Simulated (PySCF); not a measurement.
**Spinor energies of N²⁺ (nitrogen, charge +2)**

Start: [He] 2s1 2p2; 2s1/2 filled at m_j = +1/2; 2p3/2 filled at m_j = +1/2, +3/2. Calculated with PySCF 2.14 in x2c-TZVPall-2c with one added diffuse shell each of s, p, d type (6s4p3d1f, 40 functions): generalised Hartree-Fock with the X2C-1e Hamiltonian and a Gaussian nucleus; one run each with spin-orbit coupling (SO) switched off, then screened by Boettger's factors. This is a chosen level, not necessarily the ground level.

```csv
spinor shell,electrons,"ε, spin-free (eV)","ε, screened SO (eV)",weight of nominal j (screened SO),"rms radius, screened SO (bohr)"
1s1/2,2,-463.65,-463.66,1.000,0.265
2s1/2,1,-62.558,-62.559,1.000,1.25
2p3/2,2,-48.962,-48.959,0.833,1.24
```

```
   quantity  spin-free  screened SO
E (hartree)  -52.65649    -52.65618
        M_J        5/2          5/2
       ⟨J²⟩      8.751        8.751
       ⟨L²⟩      2.001        2.001
       ⟨S²⟩      3.750        3.750
```

Each row is a mean over spinors that exchange with the open shell spreads, by up to 4.679 eV (1s1/2).

Rows whose weight is well below 1 are mixtures of j = l ± 1/2: exchange outweighs spin-orbit coupling there, and the label is only the starting occupation.

Without spin-orbit coupling the j labels of p, d and f shells carry no meaning; the spin-free column gives the mean over the occupied spinors of each nl shell.
